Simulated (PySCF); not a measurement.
**Correlation energy of In+ (indium, charge +1)**

Starting occupation: [Kr] 4d10 5s2. All numbers are calculated (PySCF 2.14, X2C-1e with screened-nucleus spin-orbit coupling, Gaussian nucleus, in x2c-TZVPPall-2c with one added diffuse shell each of s, p, d, f type (9s10p6d3f, 90 functions)). Frozen: [Ar] 3d10; 20 electrons correlated; the 6 highest virtual spinors left out.

MP2 pair energies summed by pair of shells (mhartree):

```
       pair  energy  share (%)
4d3/2-4d5/2  -86.98       22.1
4d5/2-4d5/2  -62.74       15.9
4d5/2-5s1/2  -43.18       11.0
4d3/2-5s1/2  -28.18        7.2
4d5/2-4p3/2  -27.22        6.9
4d3/2-4d3/2  -26.42        6.7
5s1/2-5s1/2  -23.04        5.8
4d3/2-4p3/2  -18.30        4.6
4d5/2-4p1/2  -13.40        3.4
4p1/2-4p3/2   -9.97        2.5
4p3/2-4p3/2   -9.84        2.5
4d3/2-4p1/2   -8.61        2.2
4d5/2-4s1/2   -8.36        2.1
4p3/2-4s1/2   -6.95        1.8
4d3/2-4s1/2   -5.53        1.4
4p3/2-5s1/2   -4.93        1.3
4p1/2-4s1/2   -3.49        0.9
4p1/2-4p1/2   -2.30        0.6
4p1/2-5s1/2   -2.17        0.6
4s1/2-4s1/2   -1.69        0.4
4s1/2-5s1/2   -0.64        0.2
```

Total MP2 correlation energy: -393.93 mhartree.

The virtual space was cut to 108 spinors, which keep -392.87 of the -393.93 mhartree of MP2 correlation.

| level | correlation energy (mhartree) |
| --- | --- |
| CCSD | -375.11 |

Diagnostics: T1 = 0.012, largest double amplitude 0.078.

Cost of the coupled-cluster step: 280 s of wall time on 4 threads of Neoverse-V2 (shared host), for 20 occupied and 108 virtual spinors.

This basis was not built for core-valence correlation, so the inner-shell part is incomplete.
